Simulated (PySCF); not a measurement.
PySCF input for Ga(F)(OMe)(NH2) (CH5FGaNO), SMILES C[O][Ga]([NH2])[F], PBE/pcSseg-1. Coordinates come from a B3LYP-D3(BJ)/def2-SVP optimisation. The structure was generated by enumeration; whether it is a known compound was not checked. Other conformers were not sampled.

```python
import numpy as np
from pyscf import gto, scf, dft
from pyscf.prop.nmr import rks as nmr

mol = gto.M(
    atom='''
    Ga   -0.21734795    0.19853552    0.21006264
    F    -1.88958446    0.41123437    0.68420018
    O     0.06023616   -1.05367923   -1.02222338
    C     1.33182223   -1.37957512   -1.52979026
    H     1.25196771   -2.31194525   -2.11449582
    H     1.72987287   -0.59876760   -2.20739629
    H     2.08703084   -1.55203221   -0.73741069
    N     1.05460443    1.16478112    1.05216849
    H     0.81081047    1.93625093    1.66349506
    H     2.00931075    1.22420056    0.71741329
    ''',
    basis='pcSseg-1',
    charge=0,
    spin=0,
    max_memory=1600,
    verbose=3,
)
mf = dft.RKS(mol, xc='pbe')
mf.grids.level = 3
mf.conv_tol = 1e-10
mf.max_cycle = 100
mf.kernel()
n = nmr.NMR(mf)
n.verbose = 2
n.max_cycle_cphf = 60
sigma = n.kernel()
print('atom   isotropic/ppm   span/ppm')
for i, s in enumerate(sigma):
    w = np.linalg.eigvalsh((s + s.T) / 2)
    print(f'{mol.atom_symbol(i):2s}{i + 1:3d} {w.mean():14.3f} {w[2] - w[0]:11.3f}')
```

Output:

```
converged SCF energy = -2195.06558765629
atom   isotropic/ppm   span/ppm
Ga  1       1421.218     458.357
F   2        346.966     161.903
O   3        273.698     190.241
C   4        120.633      90.906
H   5         27.146      10.808
H   6         27.034      10.952
H   7         27.069      11.282
N   8        245.729      45.763
H   9         30.139      19.537
H  10         30.026      19.163
```

The run converged.
